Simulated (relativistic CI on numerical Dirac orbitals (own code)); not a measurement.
## Hyperfine structure of Mn XXI, mass number 55

Computed by Dirac-Coulomb-Breit CI, separate exchange-only KLI orbitals for each configuration, model QED (radiative potential, 1s self-energy scaled to tabulated hydrogen-like ionisation energies), unscaled Slater integrals (own radial code, finite nucleus).

Configuration list (outside the closed core 1s2): 2s2.2p, 2s.2p2, 2p3, 2p2.3s, 2p2.3p, 2p2.3d, 2s2.3s, 2s2.3p, 2s2.3d, 2s.2p.3s, 2s.2p.3p, 2s.2p.3d, 2s2.4s, 2s2.4p, 2s2.4d, 2s2.4f. Levels of other configurations are missing.

Nuclear spin I = 5/2, μ = 3.4669 μN, Q = 0.33 b (tables of Stone and Pyykkö). The electronic factors are computed for point nuclear moments, without core polarisation or the Bohr-Weisskopf and QED corrections.

| Level | E (eV) | A (GHz) | B (GHz) |
| --- | --- | --- | --- |
| 2s2.2p 2P°_1/2 | 0.000 | 190.8 |  |
| 2s2.2p 2P°_3/2 | 12.301 | 37.22 | 15.7 |
| 2s.2p2 4P_1/2 | 46.581 | 359.9 |  |
| 2s.2p2 4P_3/2 | 52.155 | 155 | 12.8 |
| 2s.2p2 4P_5/2 | 57.857 | 162.6 | -14.5 |
| 2s.2p2 2D_3/2 | 85.793 | -27.62 | 21.1 |
| 2s.2p2 2D_5/2 | 87.793 | 172.5 | 30.3 |
| 2s.2p2 2P_1/2 | 100.955 | 229.2 |  |

Levels with J = 0, under 50 % of one LS term, or S terms without an open s electron are left out. Small factors come from cancelling terms and can be off by tens of per cent or more.

At this charge energies of transitions that change n are usually good to better than 1 %, and those within a shell (Δn = 0) to a few per cent.

Task: Give the hyperfine levels of 2s2.2p 2P°_1/2 relative to its centre of gravity.

Result: With K = F(F + 1) − I(I + 1) − J(J + 1), E = AK/2: F = 2: -333.9, F = 3: 238.5 GHz.

LS names give the leading component of a level, which can be under half, so a name can repeat, a term be missing and a line seem to break the LS rules.
